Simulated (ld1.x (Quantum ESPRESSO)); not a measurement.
## selenium: one change to a TM potential, before and after

selenium, norm-conserving Troullier–Martins (Kleinman–Bylander form), made with ld1.x (Quantum ESPRESSO) 7.5 (BLYP, scalar-relativistic). Core [Ar] 3d10, reference 4s2 4p2.5 (charge +1.5). Waves: 4p (bound): rc 1.55 bohr; 4s (bound): rc 1.60 bohr. Local part: the s channel. Core correction: a·sin(br)/r model core inside 0.75 bohr.

Change: core correction a·sin(br)/r model core inside 1.82 bohr.

Cutoffs: the cutoffs (Ry, on a coarse ladder) from which the occupation-weighted sum of valence levels, in a spherical-Bessel basis at the reference potential, stays within 10 and 1 mRy of its value at 400 Ry; they do not see the model core or the augmentation charge, which bear on the density cutoff. Errors are all-electron minus pseudo energies relative to the spin-unpolarised reference configuration.

How do hardness, ghosts and transferability respond?

The potential gets neither clearly harder nor softer (40 Ry and 55 Ry → 40 Ry and 55 Ry); of the 7 tests that both files solve, the error grows in 3 and shrinks in 2 by more than 15 % and 0.3 meV (median size 4.4 → 4.9 meV); neither file shows a bound ghost. A wider model core is smoother and lowers the density cutoff, which this test does not measure.

```csv
quantity,base,changed
"cutoff, loose",40 Ry,40 Ry
"cutoff, tight",55 Ry,55 Ry
bound ghosts,none,none
"error for 4s2 4p4, meV [ΔE -19.56 eV]",-3.3,+4.5
"error for 4s2 4p3, meV [ΔE -8.85 eV]",+0.3,+1.8
"error for 4s2 4p2, meV [ΔE 11.38 eV]",-3.5,-1.0
"error for 4s2 4p0, meV [ΔE 84.47 eV]",-83,+80
"error for 4s0 4p6, meV [ΔE 2.54 eV]",-14,+37
"error for 4s2 4p1, meV [ΔE 42.21 eV]",-26,+9.6
"error for 4s2 4p4.3, meV [ΔE -21.11 eV]",-4.4,+4.9
s: phases at 1.74 bohr within 0.05 rad from the reference energy up to (Ry; the scan ends near 5),4.2,4.2
p: phases at 1.74 bohr within 0.05 rad from the reference energy up to (Ry; the scan ends near 5),to the end of the scan,to the end of the scan
```
